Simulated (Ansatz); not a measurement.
A run for Ansatz (an electronic-structure program): R-CCSD(T)/aug-cc-pVTZ on N2 (SMILES N#N) with ghost functions.

Ansatz 0.2 input:
```yaml
crystal:
  periodic: [false, false, false]
  atoms:
    - {symbol: N, position_ang: [0.02028671, -0.00283959, 2.86884325]}
    - {symbol: N, position_ang: [0.03616433, -0.00290193, 3.95933179]}
basis:
  gaussian:
    orbitals: aug-cc-pVTZ
    ghost_atoms:
      - {symbol: O, position_ang: [-0.52488894, -1.04135634, -0.27139764]}
      - {symbol: C, position_ang: [-0.01876504, 0.00190099, -0.27380866]}
      - {symbol: O, position_ang: [0.48721427, 1.04519097, -0.28300087]}
magnetization: {spin_polarized: false}
correlation: {method: ccsd_t, electrons: outside_noble_gas}
scf: {lower_state_search: off}
```

The head of its log:

```
WARN ansatz: RAYON_NUM_THREADS=2 ignored (pool sized by the plan → 2); use --threads N
Functional definition: HF
these checks for a lower state are left out or cut short: stability, starts, cluster_reference, orbital_swaps, neighbouring_geometries, increment
integrals: 1.23 GiB planned
1421 factors; integrals over basis functions are off by at most 1.0e-3 eV
mean field: 0.59 GiB planned
mean field evaluation 1: about -2965.3228 eV, gradient 1.1e1 eV
mean field evaluation 2: about -2965.3369 eV, gradient 1.2e1 eV
mean field evaluation 4: about -2965.6595 eV, gradient 6.0e-1 eV
mean field evaluation 8: about -2965.6605 eV, gradient 2.9e-4 eV
mean field -2965.66048762 eV, -108.9860127231 hartree, gradient 3.0e-6 eV, S^2 0.000000; 0 other end points of the search recorded, 0 dependent functions left out
2 core orbitals not correlated
reference -2965.66048762 eV, -108.9860127231 hartree; 5, 5 occupied and 223, 223 virtual orbitals, 1421 factors
```

Question: Predict the final total energy.

Answer: -109.3806 hartree (reference determinant -108.9860, T1 diagnostic 0.013).
